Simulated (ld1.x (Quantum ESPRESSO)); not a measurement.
P, TM: configuration errors across variants

```json
{
  "Element": "phosphorus",
  "Generator": "ld1.x (Quantum ESPRESSO) 7.5",
  "Type": "norm-conserving Troullier–Martins (Kleinman–Bylander form)",
  "Functional": "PBEsol",
  "Relativity": "non-relativistic",
  "Frozen core": "[Ne]",
  "Valence charge": "5",
  "Reference configuration": "3s2 3p1.5 (charge +1.5)",
  "Partial waves": "3s (bound): rc 1.45 bohr; 3d channel at 0.1 Ry: rc 1.20 bohr; 3p (bound): rc 1.50 bohr",
  "Local potential": "the p channel",
  "Core correction": "Bessel-smoothed model core inside 1.20 bohr"
}
```

All-electron excitation energies from the reference (eV): (1) 3s2 3p3 -18.014; (2) 3s2 3p2 -8.304; (3) 3s2 3p1 10.820; (4) 3s2 3p0 40.536; (5) 3s2 3p2.5 -14.248; (6) 3s0 3p5 -1.040; (7) 3s1 3p4 -9.592.

Errors AE − PS in meV (a dash: test not solved or not reliable):

| change | (1) | (2) | (3) | (4) | (5) | (6) | (7) | bound ghosts |
| --- | --- | --- | --- | --- | --- | --- | --- | --- |
| base | +9.8 | +1.7 | +2.5 | +30 | +5.6 | +2.4 | +6.4 | none |
| core correction none | +7.8 | +1.5 | +2.5 | +34 | +4.7 | +4.0 | +5.2 | none |
| core correction Bessel-smoothed model core inside 0.78 bohr | +9.7 | +1.7 | +2.4 | +28 | +5.5 | +2.2 | +6.4 | none |
| core correction Bessel-smoothed model core inside 1.06 bohr | +9.7 | +1.7 | +2.5 | +29 | +5.5 | +2.3 | +6.4 | none |
| core correction Bessel-smoothed model core inside 1.24 bohr | +9.7 | +1.7 | +2.5 | +30 | +5.5 | +2.4 | +6.4 | none |
| core correction Bessel-smoothed model core inside 1.36 bohr | +9.2 | +1.6 | +2.3 | +27 | +5.2 | +2.4 | +6.4 | none |

**Question.** Give the same row for: core correction Bessel-smoothed model core inside 0.60 bohr.

**Answer.** +9.7, +1.7, +2.4, +28, +5.5, +2.1, +6.4; bound ghosts: none.
